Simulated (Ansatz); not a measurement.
Cost and result for the atomization energy of `[CH3][Zn][BH]F` (8 atoms, 7 bonds).

Cartesian coordinates in Å:
```
C -0.568 1.015 1.358
Zn 0.059 -0.090 -0.122
B 0.765 -1.274 -1.709
F -0.093 -1.914 -2.496
H 0.121 1.841 1.557
H -1.550 1.446 1.142
H -0.658 0.429 2.278
H 1.924 -1.452 -2.009
```

Total charge 0; spin multiplicity 1. For Zn the d shell is correlated and the shells below it are frozen. Scalar relativity is left out up to krypton. All single points use the PBE0-D4/def2-TZVP geometry. It is one conformer, not always the lowest. Program: Ansatz. All runs use 4 threads of an Intel Xeon Platinum 8488C on a shared host. Times are those of one run each, without the atoms' runs, and a repeat can differ threefold. Electronic energies, without spin–orbit coupling; frozen cores. CCSD(T)/CBS adds CCSD(T) − MP2 in def2-TZVPP to the MP2 limit, and its time is that of the two runs behind it. T1 = 0.014. With those shells the extrapolation isn't a true limit. B3LYP takes the VWN-RPA correlation (the form of Gaussian; ORCA's B3LYP/G). HSE06 is the plane-wave form, built on full-range PBE exchange.

CCSD(T)/CBS is a level of theory with its own doubt, some kJ/mol a heavy atom from the limit and from the frozen cores, so smaller differences don't rank the functionals.

```json
{"level": "MP2/def2-QZVPP", "functions": "391", "atomization (kcal/mol)": "638.2", "difference from CCSD(T)/CBS": "9.7", "per bond": "1.4"}
{"level": "BLYP-D4/def2-TZVPP", "functions": "213", "atomization (kcal/mol)": "626.0", "difference from CCSD(T)/CBS": "-2.5", "per bond": "-0.4"}
{"level": "B3LYP-D4/def2-TZVPP (with forces)", "functions": "213", "atomization (kcal/mol)": "628.3", "difference from CCSD(T)/CBS": "-0.2", "per bond": "0.0"}
{"level": "CCSD(T)/CBS(def2)", "functions": "–", "atomization (kcal/mol)": "628.5", "difference from CCSD(T)/CBS": "0.0", "per bond": "0.0"}
{"level": "PBE0-D4/def2-TZVPP", "functions": "213", "atomization (kcal/mol)": "632.6", "difference from CCSD(T)/CBS": "4.1", "per bond": "0.6"}
{"level": "LDA (SPW92)/def2-TZVPP", "functions": "213", "atomization (kcal/mol)": "720.8", "difference from CCSD(T)/CBS": "92.3", "per bond": "13.2"}
{"level": "ωB97X-V/def2-TZVPP", "functions": "213", "atomization (kcal/mol)": "634.1", "difference from CCSD(T)/CBS": "5.6", "per bond": "0.8"}
{"level": "CCSD(T)/def2-SVP", "functions": "93", "atomization (kcal/mol)": "602.3", "difference from CCSD(T)/CBS": "-26.2", "per bond": "-3.8"}
{"level": "revPBE-D4/def2-TZVPP", "functions": "213", "atomization (kcal/mol)": "625.1", "difference from CCSD(T)/CBS": "-3.4", "per bond": "-0.5"}
{"level": "HSE06-D4/def2-TZVPP", "functions": "213", "atomization (kcal/mol)": "633.0", "difference from CCSD(T)/CBS": "4.5", "per bond": "0.6"}
{"level": "ωB97M-V/def2-TZVPP (with forces)", "functions": "213", "atomization (kcal/mol)": "633.6", "difference from CCSD(T)/CBS": "5.1", "per bond": "0.7"}
{"level": "r2SCAN-D4/def2-TZVPP (with forces)", "functions": "213", "atomization (kcal/mol)": "637.7", "difference from CCSD(T)/CBS": "9.2", "per bond": "1.3"}
{"level": "CCSD(T)/def2-TZVPP", "functions": "213", "atomization (kcal/mol)": "615.2", "difference from CCSD(T)/CBS": "-13.3", "per bond": "-1.9"}
```

Order the runs by time, with rough figures. (Best estimate.)

Computed: LDA (SPW92)/def2-TZVPP 0.7 s; revPBE-D4/def2-TZVPP 1 s; BLYP-D4/def2-TZVPP 1.1 s; PBE0-D4/def2-TZVPP 1.4 s; HSE06-D4/def2-TZVPP 1.5 s; CCSD(T)/def2-SVP 1.8 s; r2SCAN-D4/def2-TZVPP (with forces) 1.9 s; B3LYP-D4/def2-TZVPP (with forces) 2.1 s; ωB97X-V/def2-TZVPP 2.9 s; ωB97M-V/def2-TZVPP (with forces) 4.1 s; MP2/def2-QZVPP 7.5 s; CCSD(T)/def2-TZVPP 32 s; CCSD(T)/CBS(def2) 40 s.

Leaving LDA and LC-ωPBE aside and taking each functional with its dispersion term where it has one, the values, not all of them listed here, spread over 29.3 kcal/mol, from BHLYP-D4 to PBE-D4. LDA lies +81.1 kcal/mol from PBE without D4, its usual overbinding. The D4 term adds +3.9 kcal/mol with B3LYP and +2.0 kcal/mol with PBE0; it sums over pairs of atoms, weighted by their polarisabilities, and B3LYP, whose exchange is more repulsive, gets the larger term. From BLYP to BHLYP (50 % exact exchange), in def2-TZVPP and without D4, the atomization energy moves by −10.8 kcal/mol: exact exchange takes away binding that semilocal exchange gives to molecules.
